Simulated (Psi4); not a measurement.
Pair of molecules: H2 (SMILES [H][H]) (first 2 atoms) with H2 (SMILES [H][H]); geometry from B3LYP-D3(BJ)/def2-TZVP, rigid monomers moved along the line of their centres of mass till H1···H4 is 5.28 Å.
(charge 0, multiplicity 1):
```xyz
4

H      0.0192     0.2192    -0.2821
H      0.1870    -0.1096    -0.9280
H     -0.3683     0.1585     5.3527
H     -0.1219    -0.4191     4.9537
```

The numbers are results of SAPT0/jun-cc-pV(D+d)Z (Psi4), not measurements.

Q: Give the four SAPT terms and the total, and say what mostly holds the pair together.

A: electrostatics 0.0, exchange 0.0, induction 0.0, dispersion 0.0, total 0.0 kJ/mol; the largest attraction is electrostatics.
